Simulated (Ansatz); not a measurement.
Results of the Gaussian-basis code of Ansatz.

Basis-set series for C2H7BN (`B[N]CC`) radical. Total charge 0; spin multiplicity 2. Geometry: relaxed with PBE0-D4/def2-TZVP. It is one conformer, not always the lowest.

| functional | basis | functions | energy (Eh) | HOMO (eV) | LUMO (eV) |
| --- | --- | --- | --- | --- | --- |
| PBE0-D4 | def2-TZVPP | 222 | -159.84513 | -7.04 | -2.58 |
| PBE0-D4 | def2-QZVPP | 438 | -159.85448 | -7.05 | -2.60 |
| ωB97M-V | def2-TZVPP | 222 | -159.95092 | -9.16 | -0.60 |
| ωB97M-V | def2-QZVPP | 438 | -159.95991 | -9.17 | -0.63 |

(1) Give the rows for def2-SVP. (Best estimate.)

## Answers

(1) The calculation gave: 
```json
{"functional": "PBE0-D4", "basis": "def2-SVP", "functions": "91", "energy (Eh)": "-159.67111", "HOMO (eV)": "-6.98", "LUMO (eV)": "-2.51"}
{"functional": "ωB97M-V", "basis": "def2-SVP", "functions": "91", "energy (Eh)": "-159.76661", "HOMO (eV)": "-9.08", "LUMO (eV)": "-0.47"}
```

HOMO and LUMO are taken over both spins.
